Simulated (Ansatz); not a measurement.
An input meant for SnEtH3 (C₂H₈Sn) (charge 0, singlet; scaled by 0.96).

```yaml
crystal:
  periodic: [false, false, false]
  atoms:
    - {symbol: Sn, position_ang: [-0.297356, -0.411722, -1.472612]}
    - {symbol: C, position_ang: [-0.267234, -0.396377, 0.603685]}
    - {symbol: C, position_ang: [0.499957, 0.710423, 1.171141]}
    - {symbol: H, position_ang: [0.121838, -1.330027, 0.913081]}
    - {symbol: H, position_ang: [-1.274376, -0.369239, 0.925886]}
    - {symbol: H, position_ang: [0.491394, 0.686590, 2.229594]}
    - {symbol: H, position_ang: [1.513000, 0.683738, 0.868231]}
    - {symbol: H, position_ang: [0.112486, 1.650309, 0.879058]}
    - {symbol: H, position_ang: [1.246742, -0.446761, -2.050360]}
    - {symbol: H, position_ang: [-1.035696, 0.952611, -2.031652]}
    - {symbol: H, position_ang: [-1.110764, -1.729554, -2.036052]}
basis:
  gaussian: {orbitals: def2-SVPD}
hamiltonian: {xc: {name: M06-2X}, dispersion: d4}
output: {forces: true}
```

```sh
$ ansatz run in.yaml --threads 4 --pin off --events-out ev --progress --plain --max-ram 3916MiB
```

Shortened log:

```
Error: YAML parse error: error: line 17 column 19: hamiltonian.xc: no functional is named "M06-2X"; the names, which are not case-sensitive, are SVWN5, SPW92, PBE, PBE0, PBEsol, revPBE, revPBE0, RPBE, rPW86-PBE, HSE06, wPBEh, LC-wPBE, HISS, HF, BLYP, B3LYP, B3LYP5, BHLYP, CAM-B3LYP, r2SCAN, r2SCANh, r2SCAN0, r2SCAN50, m-r2SCAN, B97, wB97, wB97X, wB97X-V, B97M-V, wB97M-V, B2PLYP, B2GP-PLYP, PBE0-DH, PBE-QIDH
15 | basis:
16 |   gaussian: {orbitals: def2-SVPD}
17 | hamiltonian: {xc: {name: M06-2X}, dispersion: d4}
18 | output: {forces: true}
```

(1) Something in this input is off. What?

Answers

(1) The method's name isn't one that the program takes here. The program refused the input.
